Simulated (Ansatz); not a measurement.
A run of Ansatz (development build ahead of 0.2.0) on singlet Ni2 at this shape:

```xyz
2

Ni    0.0000    0.0000    0.0000
Ni    0.0000    0.0000    2.1540
```

Its results:

```
Converged                       : yes
Total energy                    : -3016.23385 hartree
Spin squared of the determinant : 1.005
Stability test                  : minimum
```

(1) Which input gives this output? Name the method, the orbitals and the basis set, and write the input.

## Answers

(1) PBE (unrestricted) in pcseg-2.

```yaml
crystal:
  periodic: [false, false, false]
  atoms:
    - { symbol: Ni, position_ang: [0.0, 0.0, 0.0] }
    - { symbol: Ni, position_ang: [0.0, 0.0, 2.154] }
basis:
  gaussian: { orbitals: pcseg-2 }
magnetization:
  spin_polarized: true
hamiltonian:
  xc: pbe
```

Caution: another spin multiplicity may lie lower; the unrestricted determinant is a mixture of spin states.
